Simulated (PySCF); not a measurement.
H5W, charge +1, multiplicity 1. Atoms are numbered in the order given.

```xyz
6

W      0.0000     0.0000    -0.0222
H     -1.4155     0.0000     0.8820
H      1.4155     0.0000     0.8820
H      0.0000     0.0000     1.6363
H      0.0000    -1.4704    -0.8805
H      0.0000     1.4704    -0.8805
```
Charge +1, spin multiplicity 1.

Coordinates come from a PBE-D3(BJ)/def2-TZVPD optimisation. The multiplicity is an assumed one; other spin states were not compared. The def2 effective core potentials stand for the cores of W; spin–orbit coupling is left out.

Method: PBE-D3(BJ)/def2-TZVPD (PySCF 2.14.0).

Frequencies are harmonic and unscaled.

Task: Estimate the vibrational spectrum. (The exact figures need the calculation; the answer reports its results.)

Result: 
```csv
mode,ν (cm⁻¹),IR (km/mol),moving atoms (share of kinetic energy)
1,258,53.1,H 98 %
2,312,27.5,H 99 %
3,671,0.0,H 100 %
4,937,51.0,H 100 %
5,954,67.7,H 100 %
6,1003,0.0,H 99 %
7,1030,3.1,H 99 %
8,2010,3.5,H 100 %
9,2017,3.5,H 99 %
10,2066,0.4,H 100 %
11,2066,1.1,H 99 %
12,2085,1.1,H 99 %
```
